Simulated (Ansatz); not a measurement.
# Nudged elastic band run: C₃H₁₀AlNSi

input.yaml

```yaml
crystal:
  periodic: [false, false, false]
  atoms:
    - { symbol: C, position_ang: [0.351007, -0.445717, 1.824973] }
    - { symbol: "N", position_ang: [0.738915, -0.013944, 0.477251] }
    - { symbol: C, position_ang: [1.405484, -1.044755, -0.375925] }
    - { symbol: Al, position_ang: [1.151061, -0.062901, -2.000462] }
    - { symbol: Si, position_ang: [-0.167627, 1.083066, -0.576432] }
    - { symbol: C, position_ang: [-2.021722, 0.814685, -0.508892] }
    - { symbol: H, position_ang: [1.213701, -0.827559, 2.375375] }
    - { symbol: H, position_ang: [-0.408612, -1.236345, 1.82994] }
    - { symbol: H, position_ang: [-0.05025, 0.396817, 2.389544] }
    - { symbol: H, position_ang: [2.419089, -1.249956, -0.026511] }
    - { symbol: H, position_ang: [0.87649, -2.002537, -0.342437] }
    - { symbol: H, position_ang: [1.684689, -0.161433, -3.372924] }
    - { symbol: H, position_ang: [0.03578, 2.436579, -0.161707] }
    - { symbol: H, position_ang: [-2.531531, 1.464558, -1.209724] }
    - { symbol: H, position_ang: [-2.298987, -0.20315, -0.752514] }
    - { symbol: H, position_ang: [-2.420186, 1.030091, 0.474644] }
basis:
  gaussian: { orbitals: STO-3G }
hamiltonian:
  xc: hf
neb:
  order_check: false
  images: 7
  f_tol: 0.03
  max_iterations: 60
  initial_path: idpp
  optimiser: lbfgs
  climbing: true
  final_atoms:
    - { symbol: C, position_ang: [0.35044025, -0.47999141, 1.81579233] }
    - { symbol: "N", position_ang: [0.74887105, -0.05219607, 0.46945912] }
    - { symbol: C, position_ang: [1.34336742, -1.10954412, -0.40525707] }
    - { symbol: Al, position_ang: [1.12410047, -0.09464629, -2.014325] }
    - { symbol: Si, position_ang: [-0.1180512, 1.09885167, -0.56107905] }
    - { symbol: C, position_ang: [-1.98184086, 0.91500196, -0.4755281] }
    - { symbol: H, position_ang: [0.00843939, 0.37712727, 2.39715814] }
    - { symbol: H, position_ang: [1.19455522, -0.92245754, 2.34918808] }
    - { symbol: H, position_ang: [-0.45648084, -1.2222107, 1.81861808] }
    - { symbol: H, position_ang: [2.34736884, -1.37760161, -0.07150161] }
    - { symbol: H, position_ang: [0.75972007, -2.03523775, -0.3755294] }
    - { symbol: H, position_ang: [1.63973771, -0.20147904, -3.39284815] }
    - { symbol: H, position_ang: [0.15384649, 2.43633656, -0.13397053] }
    - { symbol: H, position_ang: [-2.46909623, 1.59010603, -1.16848514] }
    - { symbol: H, position_ang: [-2.3071657, -0.08823534, -0.72026105] }
    - { symbol: H, position_ang: [-2.36051109, 1.14367539, 0.51276834] }
```

Run as:

```bash
$ ansatz run input.yaml --threads 1 --pin off --max-ram 2048MiB --backend cpu --events-out ev --progress --plain --runs-dir out
```

Output, in part (warnings, iteration lines, the closing report on the highest movable image, with atoms numbered from 0):

```
NEB end point (image 0): max|allowed force component| = 1.134e-2 eV/Å (the criterion of neb.relax_end_points is 1.000e-2)
NEB end point (image 8): max|allowed force component| = 5.090e-3 eV/Å (the criterion of neb.relax_end_points is 1.000e-2)
NEB iter   1: max|band force component| = 1.861e0 eV/Å  barrier→ = 0.2538 eV  barrier← = 0.2539 eV  Δτ_max = 0.0266 Å  (252 SCF iters)
NEB iter   2: max|band force component| = 7.721e-1 eV/Å  barrier→ = 0.1927 eV  barrier← = 0.1927 eV  Δτ_max = 0.0188 Å  (166 SCF iters)
NEB iter   3: max|band force component| = 8.023e-1 eV/Å  barrier→ = 0.1495 eV  barrier← = 0.1495 eV  Δτ_max = 0.0120 Å  (167 SCF iters)
NEB iter   4: max|band force component| = 4.697e-1 eV/Å  barrier→ = 0.1313 eV  barrier← = 0.1313 eV  CI = image 4  Δτ_max = 0.0076 Å  (169 SCF iters)
NEB iter   5: max|band force component| = 3.413e-1 eV/Å  barrier→ = 0.1208 eV  barrier← = 0.1208 eV  CI = image 4  Δτ_max = 0.0149 Å  (172 SCF iters)
NEB iter   6: max|band force component| = 4.967e-1 eV/Å  barrier→ = 0.1083 eV  barrier← = 0.1083 eV  CI = image 4  Δτ_max = 0.0073 Å  (170 SCF iters)
NEB iter   7: max|band force component| = 3.107e-1 eV/Å  barrier→ = 0.1040 eV  barrier← = 0.1040 eV  CI = image 4  Δτ_max = 0.0033 Å  (170 SCF iters)
NEB iter   8: max|band force component| = 2.237e-1 eV/Å  barrier→ = 0.1016 eV  barrier← = 0.1017 eV  CI = image 4  Δτ_max = 0.0298 Å  (175 SCF iters)
NEB iter   9: max|band force component| = 1.309e-1 eV/Å  barrier→ = 0.0927 eV  barrier← = 0.0927 eV  CI = image 4  Δτ_max = 0.0092 Å  (170 SCF iters)
NEB iter  10: max|band force component| = 5.549e-1 eV/Å  barrier→ = 0.0947 eV  barrier← = 0.0947 eV  CI = image 4  Δτ_max = 0.0082 Å  (174 SCF iters)
NEB iter  11: max|band force component| = 3.407e-1 eV/Å  barrier→ = 0.0920 eV  barrier← = 0.0920 eV  CI = image 4  Δτ_max = 0.0031 Å  (172 SCF iters)
NEB iter  12: max|band force component| = 7.084e-2 eV/Å  barrier→ = 0.0909 eV  barrier← = 0.0909 eV  CI = image 4  Δτ_max = 0.0008 Å  (175 SCF iters)
NEB iter  13: max|band force component| = 6.705e-2 eV/Å  barrier→ = 0.0907 eV  barrier← = 0.0907 eV  CI = image 4  Δτ_max = 0.0099 Å  (175 SCF iters)
NEB iter  14: max|band force component| = 1.083e-1 eV/Å  barrier→ = 0.0896 eV  barrier← = 0.0896 eV  CI = image 4  Δτ_max = 0.0018 Å  (175 SCF iters)
NEB iter  15: max|band force component| = 8.198e-2 eV/Å  barrier→ = 0.0894 eV  barrier← = 0.0894 eV  CI = image 4  Δτ_max = 0.0005 Å  (175 SCF iters)
NEB iter  16: max|band force component| = 3.570e-2 eV/Å  barrier→ = 0.0894 eV  barrier← = 0.0894 eV  CI = image 4  Δτ_max = 0.0024 Å  (175 SCF iters)
NEB iter  17: max|band force component| = 7.249e-2 eV/Å  barrier→ = 0.0891 eV  barrier← = 0.0891 eV  CI = image 4  Δτ_max = 0.0012 Å  (173 SCF iters)
NEB iter  18: max|band force component| = 5.916e-2 eV/Å  barrier→ = 0.0890 eV  barrier← = 0.0891 eV  CI = image 4  Δτ_max = 0.0006 Å  (175 SCF iters)
NEB iter  19: max|band force component| = 5.296e-2 eV/Å  barrier→ = 0.0890 eV  barrier← = 0.0890 eV  CI = image 4  Δτ_max = 0.0470 Å  (175 SCF iters)
NEB iter  20: max|band force component| = 1.054e-1 eV/Å  barrier→ = 0.0871 eV  barrier← = 0.0871 eV  CI = image 4  Δτ_max = 0.0022 Å  (164 SCF iters)
NEB iter  21: max|band force component| = 8.031e-2 eV/Å  barrier→ = 0.0866 eV  barrier← = 0.0866 eV  CI = image 4  Δτ_max = 0.0006 Å  (175 SCF iters)
NEB iter  22: max|band force component| = 4.431e-2 eV/Å  barrier→ = 0.0864 eV  barrier← = 0.0864 eV  CI = image 4  Δτ_max = 0.0024 Å  (175 SCF iters)
NEB iter  23: max|band force component| = 3.935e-2 eV/Å  barrier→ = 0.0861 eV  barrier← = 0.0861 eV  CI = image 4  Δτ_max = 0.0031 Å  (176 SCF iters)
NEB iter  24: max|band force component| = 4.930e-2 eV/Å  barrier→ = 0.0858 eV  barrier← = 0.0858 eV  CI = image 4  Δτ_max = 0.0011 Å  (175 SCF iters)
NEB iter  25: max|band force component| = 3.800e-2 eV/Å  barrier→ = 0.0856 eV  barrier← = 0.0857 eV  CI = image 4  Δτ_max = 0.0006 Å  (175 SCF iters)
NEB iter  26: max|band force component| = 2.693e-2 eV/Å  barrier→ = 0.0856 eV  barrier← = 0.0856 eV  CI = image 4  Δτ_max = 0.1125 Å  (175 SCF iters)
NEB iter  27: max|band force component| = 5.126e-1 eV/Å  barrier→ = 0.0849 eV  barrier← = 0.0849 eV  CI = image 4  Δτ_max = 0.0564 Å  (22 SCF iters)
NEB iter  28: max|band force component| = 1.330e-1 eV/Å  barrier→ = 0.0834 eV  barrier← = 0.0834 eV  CI = image 4  Δτ_max = 0.1123 Å  (160 SCF iters)
NEB iter  29: max|band force component| = 1.529e-1 eV/Å  barrier→ = 0.0807 eV  barrier← = 0.0807 eV  CI = image 4  Δτ_max = 0.0563 Å  (178 SCF iters)
NEB iter  30: max|band force component| = 1.201e-1 eV/Å  barrier→ = 0.0789 eV  barrier← = 0.0789 eV  CI = image 4  Δτ_max = 0.0564 Å  (159 SCF iters)
NEB iter  31: max|band force component| = 1.803e-1 eV/Å  barrier→ = 0.0776 eV  barrier← = 0.0777 eV  CI = image 4  Δτ_max = 0.0281 Å  (158 SCF iters)
NEB iter  32: max|band force component| = 1.026e-1 eV/Å  barrier→ = 0.0772 eV  barrier← = 0.0772 eV  CI = image 4  Δτ_max = 0.0561 Å  (162 SCF iters)
NEB iter  33: max|band force component| = 9.481e-2 eV/Å  barrier→ = 0.0766 eV  barrier← = 0.0766 eV  CI = image 4  Δτ_max = 0.0560 Å  (159 SCF iters)
NEB iter  34: max|band force component| = 7.476e-2 eV/Å  barrier→ = 0.0762 eV  barrier← = 0.0763 eV  CI = image 4  Δτ_max = 0.1108 Å  (160 SCF iters)
NEB iter  35: max|band force component| = 1.358e-1 eV/Å  barrier→ = 0.0761 eV  barrier← = 0.0761 eV  CI = image 4  Δτ_max = 0.0190 Å  (174 SCF iters)
NEB iter  36: max|band force component| = 5.415e-2 eV/Å  barrier→ = 0.0760 eV  barrier← = 0.0760 eV  CI = image 4  Δτ_max = 0.0154 Å  (167 SCF iters)
NEB iter  37: max|band force component| = 1.829e-2 eV/Å  barrier→ = 0.0759 eV  barrier← = 0.0760 eV  CI = image 4  Δτ_max = 0.0000 Å  (489 SCF iters)
Total energy: -18950.59277656 eV, -696.4214393655 hartree
Atom 0 at     0.310211    -0.660188     1.821811 Å, force    -0.001658     0.000725     0.002112 eV/Å
Atom 1 at     0.449536    -0.376937     0.391888 Å, force     0.000853    -0.000058     0.001085 eV/Å
Atom 2 at     1.150425    -1.350465    -0.486978 Å, force     0.001380     0.000442    -0.002561 eV/Å
Atom 3 at     0.985226    -0.254361    -2.051447 Å, force    -0.006729     0.001268    -0.000404 eV/Å
Atom 4 at    -0.006709     1.056394    -0.509345 Å, force     0.008457    -0.008954    -0.018293 eV/Å
Atom 5 at    -1.846497     1.401373    -0.434975 Å, force     0.003733     0.007229     0.007784 eV/Å
Atom 6 at     0.777123     0.108930     2.445890 Å, force    -0.000900    -0.000258     0.000600 eV/Å
Atom 7 at     0.784977    -1.608580     2.071247 Å, force     0.000509     0.000452    -0.000462 eV/Å
Atom 8 at    -0.736592    -0.731404     2.135236 Å, force    -0.000116    -0.000777     0.001838 eV/Å
Atom 9 at     2.168587    -1.551227    -0.141367 Å, force    -0.000308     0.000410     0.002643 eV/Å
Atom 10 at     0.645210    -2.320267    -0.505400 Å, force     0.000408     0.000647     0.000342 eV/Å
Atom 11 at     1.386285    -0.404167    -3.463897 Å, force     0.001250    -0.000396    -0.000164 eV/Å
Atom 12 at     0.619254     2.226540     0.029276 Å, force    -0.008016     0.000235     0.005997 eV/Å
Atom 13 at    -2.107134     2.248079    -1.058320 Å, force     0.000329     0.000029    -0.000365 eV/Å
Atom 14 at    -2.435805     0.558098    -0.771885 Å, force     0.004134    -0.001332    -0.000426 eV/Å
Atom 15 at    -2.166795     1.635678     0.572465 Å, force    -0.003324     0.000339     0.000276 eV/Å
Dipole moment:     0.126221     0.081879    -0.553487 e Å
```

It converged. The band force fell under the threshold earlier too, but the program's further tests of the path sent the band on. The profile has 2 maxima (images 1, 4) with wells between them (image 2): this band takes more than one step, which may be the mechanism or a detour left from its start path. Another band between the same ends (7 images) ends at a top of the same energy, where a vibrational analysis finds 1 clearly imaginary mode. Limits of this set-up: minimal basis.

Final band (atoms are numbered from 1 in the order of the input):

```
image  path coordinate (Å)  energy (eV)  dihedral H9–C1–N2–C3 (°)
    0                 0.00        0.000                       175
    1                 0.82        0.021                      -179
    2                 1.65        0.004                       178
    3                 2.47        0.017                      -157
    4                 3.29        0.076                      -119
    5                 3.61        0.063                      -103
    6                 3.93        0.035                       -89
    7                 4.24        0.009                       -76
    8                 4.56        0.000                       -64
```

Run time: 6.6 min on 1 thread of Arm Neoverse V1, on a shared host, peak memory 0.11 GiB.
